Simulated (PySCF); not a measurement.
**Ge (germanium, neutral) across methods**

[Ar] 3d10 4s1 4p3, high-spin 5S determinant (an excited configuration). Computed with PySCF 2.14 in aug-cc-pVTZ-PP with one added diffuse shell each of s, d, f type with ECP10MDF (7s5p5d3f, 68 functions), with a scalar-relativistic core potential.

```
   method  E (hartree)  mean ε 3d β (eV)  mean ε 4s α (eV)  mean ε 4p α (eV)  Σ⟨r²⟩ (bohr²)   ⟨S²⟩
     PBE0    -294.2963           -34.536           -15.398            -6.417          41.18  6.001
BHandHLYP    -294.1785           -38.097           -16.993            -7.170          41.14  6.001
      PBE    -294.3180           -30.924           -13.511            -5.329          41.58  6.001
  r2SCANh    -294.2268           -32.513           -14.966            -6.059          40.76  6.002
  wB97X-V    -294.2833           -36.954           -18.176            -8.494          41.41  6.002
     MN15    -294.7028           -37.224           -15.655            -6.717          41.69  6.001
      UHF   -293.22474           -44.418           -20.486            -9.294          41.19  6.002
      LDA    -293.8393           -30.961           -13.688            -5.394          41.58  6.001
   r2SCAN    -294.2280           -31.074           -14.304            -5.668          40.79  6.002
```

Energies and moments cover only the electrons outside the core potential.
